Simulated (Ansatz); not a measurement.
Basis-set series for C₂H₄BCl (`ClB1CC1`). The species carries charge 0 and has multiplicity 1. The structure was optimised at the PBE0-D4/def2-TZVP level.

| functional | basis | functions | energy (Eh) | HOMO (eV) | LUMO (eV) |
| --- | --- | --- | --- | --- | --- |
| PBE0-D4 | def2-SVP | 80 | -563.16394 | -7.17 | -0.98 |
| PBE0-D4 | def2-TZVPP | 191 | -563.43175 | -7.27 | -1.14 |
| ωB97M-V | def2-SVP | 80 | -563.36238 | -9.40 | 1.15 |
| ωB97M-V | def2-TZVPP | 191 | -563.63441 | -9.52 | 0.96 |

Question: Give the rows for def2-QZVPP. (An estimate is asked.)

Answer: Computed: 
```json
{"functional": "PBE0-D4", "basis": "def2-QZVPP", "functions": "361", "energy (Eh)": "-563.45108", "HOMO (eV)": "-7.29", "LUMO (eV)": "-1.18"}
{"functional": "ωB97M-V", "basis": "def2-QZVPP", "functions": "361", "energy (Eh)": "-563.65252", "HOMO (eV)": "-9.54", "LUMO (eV)": "0.89"}
```

Positive LUMOs are unbound and depend on the basis.
